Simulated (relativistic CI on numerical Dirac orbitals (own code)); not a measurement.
# Au³¹⁺: sensitivity of the levels to the model

Base calculation: Dirac-Coulomb-Breit CI, separate exchange-only KLI orbitals for each configuration, QED by a radiative potential, unscaled Slater integrals.

Configuration list (outside the closed core [Ar] 3d10): 4s²4p⁶4d¹⁰4f², 4s²4p⁶4d⁹4f³, 4s²4p⁶4d¹⁰4f5s, 4s²4p⁶4d¹⁰4f5p, 4s²4p⁶4d¹⁰5s², 4s²4p⁵4d¹⁰4f³, 4s²4p⁶4d¹⁰5s5p, 4s²4p⁶4d¹⁰4f5d, 4s²4p⁶4d¹⁰5p², 4s4p⁶4d¹⁰4f³, 4s²4p⁶4d¹⁰5s5d, 4s²4p⁶4d⁹4f²5s, 4s²4p⁶4d⁹4f5s², 4s²4p⁶4d¹⁰4f5f, 4s²4p⁶4d¹⁰5p5d, 4s²4p⁶4d⁹4f²5p. Levels of other configurations are missing.

Variants: (1) valence Slater integrals scaled by 0.9; (2) QED terms removed; (3) configuration mixing switched off. Shifts of the energy above 4s²4p⁶4d¹⁰4f² ³H4, in cm⁻¹, for the lowest level and the first level of each name with at least 55 % of one term (blank where a level changes its place among those of its configuration and J or its character, or is not in the variant):

```tsv
Level	Base	Δ(1)	Δ(2)	Δ(3)
4s²4p⁶4d¹⁰4f² ³H4	0	0	0	0
4s²4p⁶4d¹⁰4f² ³F2	24054	-1837	-15	+1407
4s²4p⁶4d¹⁰4f² ³H5	41419	+274	-164	+22
4s²4p⁶4d¹⁰4f² ³F3	57170	-1139	-164	+1063
4s²4p⁶4d¹⁰4f² ³H6	73646	-717	-253	+275
4s²4p⁶4d¹⁰4f² ³P0	92493	-7758	-42	+3475
4s²4p⁶4d¹⁰4f² ³F4	103443	-1339	-331	+505
4s²4p⁶4d¹⁰4f² ³P1	114545	-6560	-163	+3649
4s²4p⁶4d¹⁰4f² ¹I6	121081	-5353	-242	+1693
4s²4p⁶4d¹⁰4f² ³P2	147746	-5743	-318	+3374
4s²4p⁶4d¹⁰4f² ¹S0	235642	-15492	-285	+1847
4s²4p⁶4d¹⁰4f5s ³F°2	1593011	+78	-5112	+13317
4s²4p⁶4d¹⁰4f5s ³F°3	1596843	-275	-5113	+13199
4s²4p⁶4d¹⁰4f5s ³F°4	1639184	+59	-5283	+13163
4s²4p⁶4d¹⁰4f5s ¹F°3	1645523	-599	-5280	+13320
4s²4p⁶4d⁹4f³ ⁵G°2	1778519	+11368	+248	-825
4s²4p⁶4d⁹4f³ ⁵D°0	1825128	+9012	+165	-1189
4s²4p⁶4d⁹4f³ ⁵L°8	1832337	+8912	+118	-1617
4s²4p⁶4d⁹4f³ ⁵L°9	1847568	+8739	+57	-1604
4s²4p⁶4d⁹4f³ ⁵L°10	1858554	+7822	+40	-1656
4s²4p⁶4d⁹4f³ ³F°2	1873963	+4646	+138	-1097
```

At this charge energies of transitions that change n are usually good to better than 1 %, and those within a shell (Δn = 0) to a few per cent. Terms inside the open d or f shell come out 10 to 20 % too wide with unscaled integrals.

Ionisation energy from the two ground configurations alone: base 1138.52 eV; valence Slater integrals scaled by 0.9 1138.21 eV. The NIST ASD value (theoretical) is 1150 eV.

LS names give the leading component of a level, which can be under half, so a name can repeat, a term be missing and a line seem to break the LS rules.
